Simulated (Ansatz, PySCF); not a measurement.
C3H6N, SMILES `C=C[N+]C` (singlet; the order of the spin states depends on the level; C–C–N–C torsion 180°) (charge 1, multiplicity 1). This singlet lies 0.26 eV below the relaxed triplet at the level B3LYP-D3(BJ)/def2-TZVP (PySCF); other levels give the other order.

Cartesian coordinates (Å):
```xyz
10

C      1.9229    -0.2076     0.2831
C      0.7002     0.1218    -0.2805
N     -0.3477    -0.2157     0.4415
C     -1.6382     0.0658    -0.0251
H      1.9396    -0.7042     1.2478
H      2.8622     0.0166    -0.2123
H      0.6236     0.6208    -1.2458
H     -2.1494     0.6239     0.7801
H     -2.1978    -0.8868     0.0026
H     -1.7154     0.5655    -0.9913
```
Charge +1, spin multiplicity 1.

The restricted HF start is unstable towards unrestricted orbitals.

Give the natural occupations of the active orbitals, the CASSCF energy and the corrected energy for frozen-core fic-MRCISD+Q@CASSCF(6e,6o)/cc-pVTZ // B3LYP-D3(BJ)/def2-TZVP in Ansatz (a quantum-chemistry and plane-wave program).


```
Item                                                 Result
-----------------------  ----------------------------------
natural occupations      1.98, 1.98, 1.93, 0.07, 0.02, 0.01
CASSCF energy                                  -171.3408 Ha
corrected energy                               -171.9651 Ha
weight of the reference                               0.870
```
